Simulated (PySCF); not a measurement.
## Mayer bond orders and bond lengths

Compound: C8H8F2N2.
Atom-mapped SMILES: `[CH3:1][CH2:2]/[C:3]([C:4]#[N:5])=[C:6](/[CH2:7][F:8])[C@@H:9]([F:10])[C:11]#[N:12]` (hydrogens: H13, H14, H15 on C1; H16, H17 on C2; H18, H19 on C7; H20 on C9)

Cartesian coordinates in Å at the GFN2-xTB level; atoms count from 1:
```xyz
20
C8H8F2N2 angstrom
C     -2.3783   -0.4372    0.3558
C     -1.4553   -0.2284   -0.8471
C     -0.0667   -0.6912   -0.5083
C      0.0366   -2.0940   -0.3251
N      0.0811   -3.2323   -0.2006
C      1.0183    0.0780   -0.3304
C      2.3271   -0.4891    0.1485
F      3.3901    0.1382   -0.4490
C      1.0013    1.5794   -0.5406
F      0.4796    1.9161   -1.7729
C      0.2115    2.1928    0.5174
N     -0.4119    2.6323    1.3666
H     -3.3899   -0.1368    0.0973
H     -2.0450    0.1636    1.1997
H     -2.3926   -1.4835    0.6540
H     -1.8239   -0.8176   -1.6909
H     -1.4603    0.8212   -1.1358
H      2.4084   -1.5573   -0.0741
H      2.4420   -0.3294    1.2300
H      2.0226    1.9860   -0.5169
```

Bond orders from the PBE0/pcSseg-1 density (PySCF). The structure is a single GFN2-xTB conformer in the gas phase; no vibrational or solvent corrections.

**Question.** Where do the orders between heavy atoms depart from those drawn in the SMILES?

**Answer.** The largest departure is 0.322, at C3–C6 (drawn double, 1.678). Drawn double or triple, more than 0.30 short of the drawn order: C3–C6 (1.678).

**Question.** Set the Mayer orders of the bonds beside their lengths.

**Answer.** 
```json
{"bond": "C1–C2", "drawn as": "single", "length (Å)": "1.531", "Mayer order": "1.030"}
{"bond": "C2–C3", "drawn as": "single", "length (Å)": "1.502", "Mayer order": "1.083"}
{"bond": "C3–C4", "drawn as": "single", "length (Å)": "1.418", "Mayer order": "1.039"}
{"bond": "C4–N5", "drawn as": "triple", "length (Å)": "1.146", "Mayer order": "2.984"}
{"bond": "C3–C6", "drawn as": "double", "length (Å)": "1.342", "Mayer order": "1.678"}
{"bond": "C6–C7", "drawn as": "single", "length (Å)": "1.505", "Mayer order": "1.072"}
{"bond": "C7–F8", "drawn as": "single", "length (Å)": "1.371", "Mayer order": "0.883"}
{"bond": "C6–C9", "drawn as": "single", "length (Å)": "1.516", "Mayer order": "1.035"}
{"bond": "C9–F10", "drawn as": "single", "length (Å)": "1.380", "Mayer order": "0.907"}
{"bond": "C9–C11", "drawn as": "single", "length (Å)": "1.456", "Mayer order": "0.957"}
{"bond": "C11–N12", "drawn as": "triple", "length (Å)": "1.141", "Mayer order": "2.991"}
{"bond": "C1–H13", "drawn as": "single", "length (Å)": "1.086", "Mayer order": "0.965"}
{"bond": "C1–H14", "drawn as": "single", "length (Å)": "1.088", "Mayer order": "0.958"}
{"bond": "C1–H15", "drawn as": "single", "length (Å)": "1.088", "Mayer order": "0.959"}
{"bond": "C2–H16", "drawn as": "single", "length (Å)": "1.093", "Mayer order": "0.922"}
{"bond": "C2–H17", "drawn as": "single", "length (Å)": "1.089", "Mayer order": "0.918"}
{"bond": "C7–H18", "drawn as": "single", "length (Å)": "1.094", "Mayer order": "0.930"}
{"bond": "C7–H19", "drawn as": "single", "length (Å)": "1.099", "Mayer order": "0.923"}
{"bond": "C9–H20", "drawn as": "single", "length (Å)": "1.099", "Mayer order": "0.912"}
```

Bonds between the same two heavy elements. C–C: lowest C9–C11 (0.957, 1.456 Å), highest C3–C6 (1.678, 1.342 Å); in 6 of the 21 pairs the longer bond (by over 0.003 Å) has the higher order (by 0.02 or more). C–N: all 2 within 0.02 of one another (2.984 to 2.991). C–F: lowest C7–F8 (0.883, 1.371 Å), highest C9–F10 (0.907, 1.380 Å); in 1 of the 1 pairs the longer bond (by over 0.003 Å) has the higher order (by 0.02 or more).

**Question.** Sum the orders of all bonds at each heavy atom with more than one neighbour and set the sums beside the valence in the SMILES.

**Answer.** C1 3.912 (drawn 4), C2 3.953 (drawn 4), C3 3.800 (drawn 4), C4 4.023 (drawn 4), C6 3.785 (drawn 4), C7 3.808 (drawn 4), C9 3.811 (drawn 4), C11 3.948 (drawn 4). Orders between atoms that aren't bonded are not in these sums.

For a closed shell the Mayer order of atoms A and B is Σ (PS)μν (PS)νμ over the basis functions μ on A and ν on B, with P the density and S the overlap matrix.

The run behind these numbers computed NMR shieldings as well. On one thread of an Arm Neoverse N1, on a shared host, this took 2.1 min of wall time (with the writing of density and orbital grids) and 1.1 GiB of memory at its peak.
